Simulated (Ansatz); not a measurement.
One change: `CNB(Cl)Cl` becomes `CNB(C)Cl`.

Ansatz, PBE0-D4/def2-TZVP geometries, multiplicity 1. Each molecule was computed in one conformer, which needn't be the lowest.

```csv
property,`CNB(Cl)Cl`
size of the dipole moment (B3LYP/def2-TZVPP) / D,3.00
HOMO energy (PBE0/def2-TZVPP) / eV,-7.93
HOMO–LUMO gap (ωB97M-V/def2-TZVPP) / eV,12.31
LUMO energy (B3LYP/def2-TZVPP) / eV,0.07
LUMO energy (PBE0/def2-TZVPP) / eV,0.26
HOMO–LUMO gap (PBE0/def2-TZVPP) / eV,8.19
```

**Question.** Give the same properties after the change, and the shifts. (An estimate is asked.)

**Answer.** The calculation gave: 
```tsv
property	`CNB(C)Cl`	shift
size of the dipole moment (B3LYP/def2-TZVPP) / D	2.62	-0.38
HOMO energy (PBE0/def2-TZVPP) / eV	-7.65	0.28
HOMO–LUMO gap (ωB97M-V/def2-TZVPP) / eV	11.94	-0.37
LUMO energy (B3LYP/def2-TZVPP) / eV	0.42	0.35
LUMO energy (PBE0/def2-TZVPP) / eV	0.75	0.49
HOMO–LUMO gap (PBE0/def2-TZVPP) / eV	8.41	0.22
```

With PBE0 the HOMO rises by 0.28 eV and the LUMO rises by 0.49 eV, so the gap widens by about 0.21 eV. PBE moves the HOMO by 0.26 eV and ωB97M-V by 0.25 eV. The zero-point energy changes by 93.4 kJ/mol with +9 modes. Dipoles are sizes alone; their direction can turn.

B3LYP here is the variant with VWN-RPA as its local correlation; programs differ in this.
